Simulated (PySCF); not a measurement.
## Fractional electron number in Mn²⁺ (manganese, charge +2)

The 3d alpha orbital of [Ar] 3d5 is emptied in steps (occupation f), with all orbitals relaxed, ending at [Ar] 3d4. Calculation: PySCF 2.14, in aug-cc-pVDZ; no relativity, point nucleus. The exact energy is a straight line in f; departures are measured from the line between the end points of the same method.

```tsv
f	UHF (eV)	LDA (eV)	PBE (eV)
1	0.000	0.000	0.000
0.75	0.426	-1.628	-1.590
0.5	0.547	-2.198	-2.144
0.25	0.395	-1.668	-1.626
0	0.000	0.000	0.000
```

```tsv
method	E(f=0) − E(f=1) (eV)	−ε at f=1 (eV)	−ε at f=0.5 (eV)
UHF	32.750	35.116	32.667
LDA	34.788	26.221	34.680
PBE	34.436	26.057	34.342
```

Orbital energy along the path (eV):

| f | UHF | LDA | PBE |
| --- | --- | --- | --- |
| 1 | -35.116 | -26.221 | -26.057 |
| 0.75 | -33.819 | -30.364 | -30.122 |
| 0.5 | -32.667 | -34.680 | -34.342 |
| 0.25 | -31.638 | -39.158 | -38.704 |
| 0 | -30.716 | -43.792 | -43.194 |

Reference removal energy between the ground levels: 33.668 ± 0.012 eV (measured; NIST Atomic Spectra Database, ionization energies). The calculation has no spin-orbit coupling. The determinant left behind need not be the lowest term of the ion. UHF lacks correlation.
